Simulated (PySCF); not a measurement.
A structure optimised at PBE-D3(BJ)/def2-SVP, used in a PySCF frequency run:

```xyz
12

C     -1.2373     1.8504     0.0000
C     -0.2860     0.8827     0.0000
C      1.1721     1.0356     0.0000
C      1.7350    -0.2033     0.0000
O      0.8364    -1.2572     0.0000
B     -0.4499    -0.6841     0.0000
O     -1.5764    -1.4402     0.0000
H     -0.9831     2.9243     0.0000
H     -2.3077     1.5896     0.0000
H      1.7338     1.9796     0.0000
H      2.7953    -0.4924     0.0000
H     -1.3711    -2.3939     0.0000
```

**Question.** Write its SMILES, formula and point group.

**Answer.** C=C1C=COB1O, C4H5BO2, Cs

**Question.** What are its rotational constants (standard atomic weights)?

**Answer.** 3.5129, 3.3963, 1.7268 GHz
